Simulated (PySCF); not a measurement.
Static response to an electric field

C₅H₉Si (charge +1).
SMILES with atom numbers: `[CH:1]#[C:2][CH2:3][Si+:4]([CH3:5])[CH3:6]` (hydrogens: H7 on C1; H8, H9 on C3; H10, H11, H12 on C5; H13, H14, H15 on C6)

Structure used (PBE0-D3(BJ)/def2-SVP), in Å, numbered top down from 1:
```
atom  x, y, z in Å
C1     3.017    1.023   -0.179
C2     2.191    0.141   -0.159
C3     1.171   -0.887   -0.134
Si4   -0.555   -0.226   -0.266
C5    -0.800    1.570   -0.464
C6    -1.970   -1.378   -0.152
H7     3.770    1.793   -0.193
H8     1.212   -1.500    0.791
H9     1.298   -1.627   -0.952
H10   -1.801    1.835   -0.832
H11   -0.012    1.994   -1.109
H12   -0.660    2.035    0.532
H13   -2.632   -1.064    0.676
H14   -2.578   -1.303   -1.072
H15   -1.668   -2.424    0.000
```

Level: B3LYP/def2-SVPD (PySCF), static field, nuclei fixed, core orbitals frozen in the response. The polarisability tensor in these axes (au):

```
x   95.62 14.15  0.62
y   14.15 82.22 -1.59
z    0.62 -1.59 55.81
```

Question: Give the principal values, the mean and the anisotropy Δα = √{½[(α1 − α2)² + (α2 − α3)² + (α1 − α3)²]}.

Answer: Principal values 55.65, 73.43 and 104.58 au; mean 77.88 au = 11.54 Å³ = 12.84 × 10⁻⁴⁰ C²·m²/J; Δα = 42.91 au (55 % of the mean).

Question: What are the principal values of the traceless quadrupole moment, Θ = ½Σq(3rr − r²1), about the centre of nuclear charge?

Answer: -10.10, -2.75, 12.85 D·Å. The values depend on the origin, since the species is charged. The electronic extent ⟨r²⟩ about the same centre is 894 bohr², a root-mean-square distance of 2.19 Å for the 52 electrons.

Question: Rayleigh depolarisation ratio (linearly polarised light, static tensor)?

Answer: ρ = 3Δα²/(45ᾱ² + 4Δα²) = 5523.0/(272971 + 7364.0) = 0.0197.

Question: Give the principal axes and the span of the nuclei along them.

Answer: Largest value along (0.84, 0.54, -0.01), where the nuclei span 7.01 Å; middle along (-0.53, 0.84, -0.09), 4.56 Å; least along (-0.04, 0.08, 1.00), 1.87 Å. The response follows the extents in order.

Question: Form Σ f/ω² (atomic units) for the 6 lowest TDDFT singlets, given as eV and f, and set it beside the mean polarisability, which is this sum over all singlets: 3.03, 0.0006; 3.22, 0.0091; 5.55, 0.0001; 5.75, 0.0264; 5.79, 0.0013; 6.03, 0.0009.

Answer: They add up to 1.33 au, 1.7 % of the 77.88 au; the largest single term is 0.65 au, from the state at 3.22 eV. Terms in order: 0.05, 0.65, 0.00, 0.59, 0.03, 0.02 au. Higher excitations give the rest. The strengths listed sum to 0.038.

The structure is a single PBE0-D3(BJ)/def2-SVP conformer in the gas phase; no vibrational or solvent corrections.

The run behind these numbers computed excited states as well. Time: 48 s of wall time; peak memory 0.87 GiB. Hardware: one thread, Intel Xeon at 2.50 GHz (x86_64), no GPU, shared host with 64 logical CPUs at a one-minute load of 55.
